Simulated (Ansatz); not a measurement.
Consider the ligand exchange at the Si–C bond: `O[SiH](O)[CH2][GeH3]` + `O[SiH](F)S` → `O[SiH](O)S[SiH](O)F` + `[CH3][GeH3]`.

Calculated with Ansatz (gas phase, PBE0-D4/def2-TZVP geometries, no zero-point term in ΔE). CCSD(T)/CBS adds triple-zeta CCSD(T) − MP2 to the extrapolated MP2 energy (def2 sets, frozen cores). Functionals use def2-TZVPP. For Ge outer-core shells are correlated without core-valence functions, which leaves a few kJ/mol of doubt a bond. Scalar relativity is left out up to krypton. One conformer a species, not always the lowest.

`O[SiH](O)[CH2][GeH3]`:

```xyz
13

O    -1.330    1.112    0.826
Si    0.048    0.279    1.175
O     1.042    1.119    2.182
C     0.802   -0.093   -0.473
Ge   -0.416   -1.025   -1.697
H    -1.902    1.346    1.558
H    -0.254   -0.952    1.944
H     1.414    1.941    1.857
H     1.121    0.831   -0.964
H     1.692   -0.713   -0.329
H    -1.158   -2.149   -0.951
H    -1.443   -0.042   -2.277
H     0.385   -1.654   -2.852
```

`O[SiH](F)S`:

Cartesian coordinates in Å:
```
O 0.734 -0.543 -1.391
Si -0.220 -0.366 -0.089
F -1.576 0.396 -0.433
S 0.807 0.797 1.361
H 1.170 0.232 -1.749
H -0.586 -1.721 0.350
H -0.329 1.206 1.951
```

`O[SiH](O)S[SiH](O)F`:

Cartesian coordinates in Å:
```
O 1.427 1.680 1.728
Si 0.292 0.778 0.980
O 0.386 -0.759 1.562
S 0.687 0.850 -1.116
Si -0.775 -0.572 -1.759
O -0.834 -1.870 -0.795
F -2.195 0.148 -1.790
H 1.824 2.413 1.254
H -1.088 1.195 1.282
H 1.270 -1.120 1.671
H -0.458 -0.977 -3.137
H -0.538 -1.766 0.120
```

`[CH3][GeH3]`:

Z-matrix (Å, degrees):
```
C
Ge 1 1.953
H 1 1.091 2 110.3
H 1 1.090 2 110.3 3 120.0
H 1 1.090 2 110.3 3 -120.0
H 2 1.539 1 110.4 3 -59.8
H 2 1.539 1 110.4 3 60.2
H 2 1.539 1 110.4 3 -179.8
```

**Question.** Is it downhill or uphill in electronic energy at CCSD(T)/CBS, and by how much? (An estimate is asked.)

**Answer.** Computed: Downhill: ΔE = -67.6 kJ/mol.

**Question.** What do these levels give: PBE-D4, ωB97X-V, r2SCAN, PBE0, CCSD/def2-TZVPP, SCS-MP2/def2-QZVPP? (An estimate is asked.)

**Answer.** Computed: PBE-D4 -75.2, ωB97X-V -68.6, r2SCAN -74.3, PBE0 -70.8, CCSD/def2-TZVPP -62.5, SCS-MP2/def2-QZVPP -67.1 kJ/mol.

Largest T1 diagnostic among the species: 0.012.

The D4 term adds −5.9 kJ/mol with B3LYP and −3.2 kJ/mol with PBE0; it sums over pairs of atoms, weighted by their polarisabilities, and B3LYP, whose exchange is more repulsive, gets the larger term. In def2-TZVPP, CCSD(T) changes the Hartree–Fock value by −3.5 kJ/mol (the triples alone add −2.7 kJ/mol) and MP2 by −7.9 kJ/mol.

B3LYP here is the variant with VWN-RPA as its local correlation; programs differ in this.
